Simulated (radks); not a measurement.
Numerical settings for the copper ion Cu3+, [Ar] 3d8. All-electron calculation, non-relativistic Kohn-Sham, r2SCAN, spin-polarised, spherical densities, point nucleus; open shells are filled with parallel spins first; meta-GGA in the generalised Kohn-Sham scheme. Program: a radial shooting solver on a logarithmic mesh with Libxc functionals. The defaults (mesh step 0.008 in ln r, mesh end at 40 bohr or more with all orbitals vanishing there, Anderson mixing 0.5 over 9 steps, residual threshold near 1e-9 with the energy settled to 1e-9 hartree or 1e-11 of itself, here a cap of 62 iterations) give E = -1638.036 hartree and 3d at -47.758 eV in 13 iterations. Run on one thread of a shared host, so times are rough (Arm Neoverse V2): 0.11 s of CPU time, 0.11 s wall, 13 iterations on 2476 mesh points. Changes against that run (0 stands for a change within the tolerance of the run):

mesh step in ln r 0.005: iterations 13; converged yes; E (mhartree) 0; e(3d) (meV) 0; CPU (s) 0.18
mesh step in ln r 0.03: iterations 13; converged yes; E (mhartree) -0.00298; e(3d) (meV) 0; CPU (s) 0.04
mesh step in ln r 0.12: iterations 2; converged no; E (mhartree) diverged; CPU (s) 0
mesh end (bohr) 400: iterations 13; converged yes; E (mhartree) 0; e(3d) (meV) 0; CPU (s) 0.12
mesh end (bohr) 20: iterations 13; converged yes; E (mhartree) 0; e(3d) (meV) 0; CPU (s) 0.11
residual threshold 1e-13: iterations 62; converged no; E (mhartree) 0; e(3d) (meV) +0.003; CPU (s) 0.33
residual threshold 1e-05: iterations 11; converged yes; E (mhartree) 0; e(3d) (meV) +0.107; CPU (s) 0.1
mixing 0.2: iterations 14; converged yes; E (mhartree) 0; e(3d) (meV) -0.0136; CPU (s) 0.12
linear mixing, mixing 0.8: iterations 62; converged no; E (mhartree) 0; e(3d) (meV) +0.348; CPU (s) 0.48
linear mixing, mixing 1: iterations 62; converged no; E (mhartree) +3.54e+04; e(3d) (meV) +3.25e+04; CPU (s) 1.1
mixing history 20: iterations 14; converged yes; E (mhartree) 0; e(3d) (meV) +0.0199; CPU (s) 0.12
iteration cap 8: iterations 8; converged no; E (mhartree) 0; e(3d) (meV) -1.9; CPU (s) 0.07

No run marked as converged misses the energy by more than 1 mhartree. A mesh that ends early acts as a hard wall.
